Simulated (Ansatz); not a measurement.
`BC(C)=N` + `NCCN` → `BNCCN` + `CC=N`  (ligand exchange at a B–C bond)

Computed with Ansatz on PBE0-D4/def2-TZVP structures; ΔE is electronic, products minus reactants. CCSD(T)/CBS is the MP2 limit (def2-TZVPP, def2-QZVPP) plus CCSD(T) − MP2 in def2-TZVPP, frozen cores. Functionals use def2-TZVPP. B3LYP here is the variant with VWN-RPA as its local correlation; programs differ in this. Each species was taken in one conformer, which may not be the lowest.

```csv
species,B3LYP-D4 energy (Eh)
`BC(C)=N`,-159.45936
`NCCN`,-190.61700
`BNCCN`,-216.12085
`CC=N`,-134.01862
```

Work out ΔE.

ΔE = (-216.12085) + (-134.01862) − (-159.45936) − (-190.61700) = -0.06311 Eh = -1.72 eV. CCSD(T)/CBS gives -1.69 eV.

Largest T1 diagnostic among the species: 0.015.

From PBE to PBE0 (25 % exact exchange), in def2-TZVPP and without D4, ΔE moves by −0.04 eV.
